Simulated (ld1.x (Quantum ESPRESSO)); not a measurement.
Before and after: TM potential for oxygen

- Element: oxygen (O)
- Generator: ld1.x (Quantum ESPRESSO) 7.5
- Type: norm-conserving Troullier–Martins (Kleinman–Bylander form)
- Functional: PBEsol
- Relativity: non-relativistic
- Frozen core: [He]
- Valence charge: 6
- Reference configuration: 2s2 2p3.5 (charge +0.5)
- Partial waves: 2s (bound): rc 0.90 bohr; 2p (bound): rc 1.45 bohr; 3d channel at -0.05 Ry: rc 1.40 bohr
- Local potential: all-electron potential smoothed inside 0.80 bohr (lloc = -1)
- Core correction: Bessel-smoothed model core, default radius (core density twice the valence density)

Change: local potential the s channel.

Cutoffs: the cutoffs (Ry, on a coarse ladder) from which the occupation-weighted sum of valence levels, in a spherical-Bessel basis at the reference potential, stays within 10 and 1 mRy of its value at 400 Ry; they do not see the model core or the augmentation charge, which bear on the density cutoff. Errors are all-electron minus pseudo energies relative to the spin-unpolarised reference configuration.

Predict the effect on cutoff, ghosts and configuration errors.

The potential gets neither clearly harder nor softer (80 Ry and 180 Ry → 80 Ry and 180 Ry); the errors of the 7 common tests hardly move; neither file shows a bound ghost.

```csv
quantity,base,changed
"cutoff, loose",80 Ry,80 Ry
"cutoff, tight",180 Ry,180 Ry
bound ghosts,none,none
"error for 2s2 2p4, meV [ΔE -6.26 eV]",+1.8,+1.7
"error for 2s2 2p3, meV [ΔE 10.11 eV]",+5.5,+5.4
"error for 2s2 2p2, meV [ΔE 43.59 eV]",+110,+108
"error for 2s2 2p4.3, meV [ΔE -8.37 eV]",+2.8,+2.7
"error for 2s1 2p4, meV [ΔE 25.19 eV]",-12,-12
"error for 2s2 2p1, meV [ΔE 97.31 eV]",+563,+555
"error for 2s1 2p5, meV [ΔE 8.54 eV]",+31,+31
s: phases at 1.59 bohr within 0.05 rad from the reference energy up to (Ry; the scan ends near 5),4.4,4.6
p: phases at 1.59 bohr within 0.05 rad from the reference energy up to (Ry; the scan ends near 5),3.6,3.6
d: phases at 1.59 bohr within 0.05 rad from the reference energy up to (Ry; the scan ends near 5),to the end of the scan,to the end of the scan
```
